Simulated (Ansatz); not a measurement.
`[I][GeH2][I]` → `[GeH2]` + I₂  (germylene formation by 1,1-elimination)

Program: Ansatz. Geometries: PBE0-D4/def2-TZVP. ΔE: electronic, gas phase. CCSD(T)/CBS adds triple-zeta CCSD(T) − MP2 to the extrapolated MP2 energy (def2 sets, frozen cores). Functionals use def2-TZVPP. Elements past krypton have def2 core potentials. For Ge, I outer-core shells are correlated without core-valence functions, which leaves a few kJ/mol of doubt a bond. Scalar relativity is left out up to krypton.

`[I][GeH2][I]`:

```xyz
5

I    -1.626   -0.995   -1.421
Ge    0.131   -0.135    0.143
I     0.304    2.358   -0.023
H     1.477   -0.737   -0.271
H    -0.286   -0.491    1.573
```

`[GeH2]`:

Cartesian coordinates in Å:
```
Ge 0.293 0.662 -0.185
H 0.893 -0.732 0.304
H -1.186 0.069 -0.119
```

I₂:

Z-matrix (Å, degrees):
```
I
I 1 2.656
```

Is it downhill or uphill in electronic energy at CCSD(T)/CBS, and by how much? (Estimate.)

Ansatz gave: Uphill: ΔE = +78.3 kcal/mol.

What do these levels give: r2SCAN-D4, ωB97M-V, BLYP, r2SCAN0, CCSD/def2-SVP, HF/def2-TZVPP? (Best estimate.)

The calculation gave: r2SCAN-D4 83.1, ωB97M-V 77.1, BLYP 65.9, r2SCAN0 84.3, CCSD/def2-SVP 77.9, HF/def2-TZVPP 75.5 kcal/mol.

Largest T1 diagnostic among the species: 0.012.

The D4 term adds +3.3 kcal/mol with B3LYP and +1.8 kcal/mol with PBE0; it sums over pairs of atoms, weighted by their polarisabilities, and B3LYP, whose exchange is more repulsive, gets the larger term. From PBE to PBE0 (25 % exact exchange), in def2-TZVPP and without D4, ΔE moves by +4.3 kcal/mol. In def2-TZVPP, CCSD(T) changes the Hartree–Fock value by +5.6 kcal/mol (the triples alone add +1.1 kcal/mol) and MP2 by +13.0 kcal/mol.

B3LYP here is the variant with VWN-RPA as its local correlation; programs differ in this.
